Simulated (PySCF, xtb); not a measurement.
boron oxyfluoride (BFO), SMILES O=BF.

GFN2-xTB in xtb at its own geometry gives an orbital gap of 9.38 eV and a dipole moment of 1.44 D.

Coordinates come from a PBE0-D3(BJ)/def2-TZVP optimisation.

Question: What does PBE/def2-TZVPD in PySCF give? (An estimate is asked for; the answer gives what the named calculation found.)

Answer: gap 7.17 eV (levels -8.71 and -1.53 eV), dipole 2.09 D.
